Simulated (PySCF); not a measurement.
PySCF 2.14 output of a UHF calculation on a single atom or ion in x2c-TZVPall (5s5p2d1f, 37 functions), with the spin-free X2C one-electron Hamiltonian (Gaussian nucleus):

```
SCF conv_tol = 1e-09
number electrons alpha = 9  beta = 7
cycle= 1 E= -398.583410906336  delta_E= -0.00537  |g|= 0.0306  |ddm|= 0.0551
cycle= 2 E= -398.584213458721  delta_E= -0.000803  |g|= 0.0127  |ddm|= 0.0226
cycle= 3 E= -398.584391465213  delta_E= -0.000178  |g|= 0.00135  |ddm|= 0.0176
cycle= 4 E= -398.584394601721  delta_E= -3.14e-06  |g|= 0.000411  |ddm|= 0.00355
cycle= 5 E= -398.584394879882  delta_E= -2.78e-07  |g|= 9.98e-05  |ddm|= 0.00126
cycle= 6 E= -398.584394891587  delta_E= -1.17e-08  |g|= 2.6e-05  |ddm|= 0.000293
cycle= 7 E= -398.584394892534  delta_E= -9.47e-10  |g|= 3.41e-06  |ddm|= 9.32e-05
converged SCF energy = -398.584394892534  <S^2> = 2.0117638  2S+1 = 3.0078323
```

The run itself started from symmetry-adapted Hartree-Fock orbitals and held the occupation by maximum overlap, so the iterations belong to that start.

**Question.** Which element, charge and spin multiplicity is this?

**Answer.** S (sulfur, neutral), multiplicity 3; the state was [Ne] 3s2 3p4, high-spin 3P determinant.
